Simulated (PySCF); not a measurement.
## State search for TeN⁻

Unrestricted PBE0; basis Te aug-cc-pVDZ-PP with ECP28, N aug-cc-pVDZ; scalar-relativistic core potentials; PySCF 2.14. Outer shells of the fragments: Te− 4d10 5s2 5p5; N 2s2 2p3.

Followed along the bond (rough minima from three points):

| 2Ms+1 | unpaired | ⟨S²⟩ at the start | R at minimum (Å) | Te (eV) |
| --- | --- | --- | --- | --- |
| 3 | π ↑↑ | 2.03 | 1.98 | 0.00 |
| 1 | π ↑↓ | 1.01 | 1.97 | 0.37 |

Solutions found at the starting distance of 2.075 Å, counted from the lowest of them; the search is not exhaustive and high or unbound solutions are not listed, so other states can lie among these:

```csv
2Ms+1,unpaired,term,E (eV),⟨S²⟩,⟨Lz²⟩,μ (D)
3,π ↑↑,³Σ⁻,0.00,2.03,0.00,-2.87
1,π ↑↓,mixed,0.39,1.01,2.03,-3.18
```

A term symbol is given only where ⟨S²⟩ and ⟨Lz²⟩ are close to those of a pure state; real π, δ and φ orbitals otherwise mix terms. A positive dipole points towards N; it is taken about the centre of mass and depends on that origin.

Spin–orbit coupling is left out.
